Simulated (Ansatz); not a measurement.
Cost and result up the ladder for Be₁₀O₁₀ (started as a model of: (BeO)10 cage of four- and six-membered rings) (20 atoms). Charge 0, multiplicity 1. Geometry: PBE-D4/def2-SVP.

Cartesian coordinates in Å:
```
Be -1.124 -0.548 -3.153
O -0.243 0.774 -2.924
Be -1.320 0.924 -1.706
O -2.240 -0.391 -2.009
Be -1.254 -1.489 -1.310
O -0.176 -1.679 -2.522
Be 0.711 -0.343 -2.210
O 1.352 -0.098 -0.825
Be 0.732 1.226 -0.131
O -0.879 1.294 -0.271
Be -1.212 0.091 0.759
O -0.806 -1.358 0.164
Be 0.797 -1.163 0.261
O 1.414 -1.101 1.687
Be 1.981 0.386 2.026
O 1.339 1.655 1.235
O -0.905 0.346 2.262
Be 0.331 -0.576 2.781
O 1.226 0.598 3.438
Be 0.276 1.450 2.449
```

Ansatz on 4 threads of Arm Neoverse V1 on a shared host. Times are rough, and most runs start from the orbitals of an earlier one. PBE0-D4/def2-TZVP serves as the yardstick here, not as an exact answer. Differences are given only for rows in sets of like size (and for xTB, whose basis is part of the method), since another set adds its own error. Binding counts from free atoms at the same level (Be singlet, O triplet; other spins of the atoms weren't run), without zero-point energy or a counterpoise term.

B3LYP takes the VWN-RPA correlation. Correlated methods freeze 10 core orbitals. The rows differ in basis, and correlated rows in double-zeta sets carry the largest basis error.

Correlated methods converge slowly with the basis, most of all in double-zeta sets.

```tsv
level	functions	wall time	binding energy per atom (eV)	difference from PBE0-D4/def2-TZVP (eV)
HF/STO-3G	100	1.1 s	4.20	–
HF/6-31G	180	2.9 s	3.64	–
PBE-D4/def2-SVP	230	8 s	5.44	–
B3LYP-D4/6-31G	180	8 s	5.11	–
MP2/def2-SVP	230	9.5 s	5.06	–
PBE0-D4/def2-SVP	230	12 s	5.25	–
BLYP-D4/def2-TZVP	500	20 s	5.31	0.07
PBE-D4/def2-TZVP (with forces)	500	20 s	5.41	0.17
revPBE-D4/def2-TZVP (with forces)	500	21 s	5.23	-0.01
r2SCAN-D4/def2-TZVP	500	31 s	5.37	0.13
PBE0-D4/def2-TZVP	500	44 s	5.24	0.00
```
